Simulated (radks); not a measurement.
Values are calculated unless marked as measured or tabulated.
Species: Ag IV. Configuration: [Ar] 3d10 4s1.5 4p6 4d8.5 (fractional occupations, a model configuration).

Code: a radial shooting solver on a logarithmic mesh with Libxc functionals. Model: Dirac Kohn-Sham, BLYP, spin-unpolarised, spherical densities, point nucleus; open shells fill j = l - 1/2 first.

Energy parts (eV):
total: -144594.766
kinetic: 151332.867
electron-nucleus: -348903.961
Hartree: 57022.284
exchange-correlation: -4045.957

Orbitals (lengths in bohr, moments of r in powers of bohr; r(90%) holds 90 % of the orbital's charge):
| orbital | occ. | eigenvalue (eV) | <r^4> | r(90%) | small-component weight |
|---|---|---|---|---|---|
| 1s1/2 | 2 | -25361.77 | 4.450e-06 | 0.0558 | 2.96e-02 |
| 2s1/2 | 2 | -3768.446 | 0.0007899 | 0.208 | 6.21e-03 |
| 2p1/2 | 2 | -3505.264 | 0.0005144 | 0.187 | 6.22e-03 |
| 2p3/2 | 4 | -3329.828 | 0.0005930 | 0.194 | 5.97e-03 |
| 3s1/2 | 2 | -724.2082 | 0.03702 | 0.543 | 1.75e-03 |
| 3p1/2 | 2 | -619.5218 | 0.03666 | 0.543 | 1.69e-03 |
| 3p3/2 | 4 | -588.5553 | 0.04106 | 0.558 | 1.62e-03 |
| 3d3/2 | 4 | -403.1264 | 0.03718 | 0.544 | 1.51e-03 |
| 3d5/2 | 6 | -396.8882 | 0.03854 | 0.549 | 1.49e-03 |
| 4s1/2 | 1.5 | -134.4526 | 1.276 | 1.31 | 4.51e-04 |
| 4p1/2 | 2 | -101.1362 | 1.753 | 1.42 | 3.96e-04 |
| 4p3/2 | 4 | -95.8483 | 1.977 | 1.46 | 3.77e-04 |
| 4d3/2 | 4 | -44.6298 | 5.864 | 1.92 | 2.48e-04 |
| 4d5/2 | 4.5 | -43.9479 | 6.127 | 1.94 | 2.43e-04 |
| 5s1/2 | 0 | -31.8519 | 54.06 | 3.35 | 7.98e-05 |
| 5p1/2 | 0 | -24.5954 | 94.58 | 3.86 | 6.16e-05 |
| 5p3/2 | 0 | -23.9610 | 103.4 | 3.94 | 5.94e-05 |

The highest occupied level is 4d5/2 at -43.948 eV. The density falls to 0.001 e/bohr^3 at r = 3.09 bohr. Summed over all electrons, <r^2> = 26.37 bohr^2, which gives a Langevin (diamagnetic) susceptibility term of -20.9 x 10^-6 cm^3/mol.
